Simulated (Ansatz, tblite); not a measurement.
Forces on the cluster Pb3F6 at its B3LYP-D4/def2-SVP geometry. Charge 0, multiplicity 1.

In the def2 sets Pb takes a core potential; there is no spin–orbit coupling. The xTB rows come from tblite. The structure comes from a short search, and lower isomers may exist.

GFN1-xTB (tblite), largest force 1.14 eV/Å:

```xyz
9
positions Å, forces eV/Å
Pb   -0.490   -1.881    0.793    0.266    1.021   -0.430
Pb    0.130    1.670    1.264   -0.070   -0.907   -0.686
Pb    0.360    0.210   -2.057   -0.195   -0.114    1.117
F     0.942   -0.401    1.783   -0.200    0.038   -0.023
F     1.121   -1.531   -0.789   -0.199    0.032   -0.036
F    -1.322   -1.055   -1.168    0.198   -0.045    0.026
F    -1.501    0.076    1.402    0.197   -0.040    0.039
F    -0.842    1.695   -0.804    0.200   -0.032    0.028
F     1.601    1.217   -0.424   -0.197    0.046   -0.034
```

GFN2-xTB (tblite), largest force 0.53 eV/Å:

```
Pb -0.124 -0.473 0.200
Pb 0.033 0.420 0.318
Pb 0.091 0.053 -0.517
F 0.121 -0.064 0.326
F 0.155 -0.277 -0.157
F -0.192 -0.209 -0.211
F -0.226 0.003 0.273
F -0.102 0.307 -0.142
F 0.245 0.240 -0.089
```

r2SCAN-D4/def2-TZVP (Ansatz), largest force 0.60 eV/Å:

```
Pb 0.139 0.536 -0.226
Pb -0.037 -0.475 -0.360
Pb -0.102 -0.059 0.586
F -0.085 0.028 -0.100
F -0.094 0.087 0.036
F 0.105 0.049 0.067
F 0.114 -0.011 -0.068
F 0.079 -0.097 0.048
F -0.119 -0.057 0.017
```
